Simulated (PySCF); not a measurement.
# NMR data sheet: C$_{7}$H$_{10}$F$_{2}$Si

```
Formula                               : C7H10F2Si
SMILES                                : FC(F)C1=C[SiH2][C@H]2C[C@@H]1C2
Point group of the computed structure : C1
Degrees of unsaturation               : 3
Carbon signals                        : 6
Proton signals                        : 7
```

Bonds (- single, = double, # triple, : aromatic): F1-C2, C2-F3, C2-C4, C4=C5, C5-Si6, Si6-C7, C7-C8, C8-C9, C9-C10, C9-C4, C10-C7. C2 carries H11; C5 carries H12; Si6 carries H13, H14; C7 carries H15; C8 carries H16, H17; C9 carries H18; C10 carries H19, H20. Stereochemistry as in FC(F)C1=C[SiH2][C@H]2C[C@@H]1C2. H16, H20 are cis to C4 on the ring; H17, H19 are trans to C4 on the ring.

- NMR shieldings at PBE0/pcSseg-1/GIAO
- geometry: GFN2-xTB
- code: PySCF 2.14
- a single conformation, relativity neglected, no solvent model, rapidly exchanging positions averaged

Chemical shifts δ = σref − σ; TMS for $^{1}$H (σ = 31.72 ppm) and $^{13}$C (σ = 186.93 ppm) and $^{29}$Si (σ = 349.16 ppm); $^{19}$F (σ = 170.95 ppm) vs CFCl3, all at this level.

| carbon | δC, type | δH (multiplicity) | HMBC from (2–3 bonds) | span of the C tensor (ppm) |
| --- | --- | --- | --- | --- |
| C2 | 119.6, CH | 6.26 (m) | H12, H18 | 38 |
| C4 | 174.0, C | – | H12, H11, H13/H14, H17/H19, H18, H16/H20 | 243 |
| C5 | 120.5, CH | 6.40 (m) | H11, H13/H14, H18, H15 | 240 |
| C7 | 17.1, CH | 1.87 (m) | H12, H13/H14, H17/H19, H18, H16/H20 | 34 |
| C8/C10 | 36.5, CH2 | H16 1.73 (m); H17 2.72 (m) | H13/H14, H17/H19, H18, H15, H16/H20 | 32 |
| C9 | 35.6, CH | 2.55 (m) | H12, H11, H17/H19, H15, H16/H20 | 25 |

Other nuclei:
```csv
atoms,nucleus,environment,δ (ppm),σ (ppm)
H13/H14,$^{1}$H,"hydrogen on a silicon bonded to 2 C, in a 6-membered ring",4.63,27.08
F1/F3,$^{19}$F,fluorine of a CF2 group,-147.0,317.9
Si6,$^{29}$Si,"silicon bonded to 2 C, 2 H, in a 6-membered ring",-44.5,393.6
```

Carbon types of the structure: 1 × C, 4 × CH, 2 × CH2, leaving 2 H on heteroatoms. δC 174.0: fully substituted alkene carbon. δC 120.5: alkene CH; an sp2 carbon of a C=C bond. δC 119.6: allylic sp3 CH bonded to 2 F; 2 electronegative neighbours deshield it. δH 6.26: hydrogen on an allylic sp3 CH bonded to 2 F; its carbon carries F, hence the downfield position. δH 2.55: hydrogen on an allylic sp3 CH; allylic position.

Splittings by $^{19}$F in the carbon and heteronuclear signals aren't shown, as no couplings were computed. Shifts are as computed. Against solution values, carbons near 30 ppm lie about +3 ppm off and those near 130 ppm about +5 ppm. Of 1309 compounds with measured shifts, 239 miss one by over three times the rms of a fit or turn the order of signals round; such compounds aren't used in these exercises. Unscaled 19F shifts against computed CFCl3 carry errors that often reach 10 to 50 ppm. No couplings were computed; multiplicities are counted from neighbouring protons, with m where these are inequivalent, close in shift, in a saturated or five-membered ring or joined by F or P, and br s for small geminal =CH2 splittings.
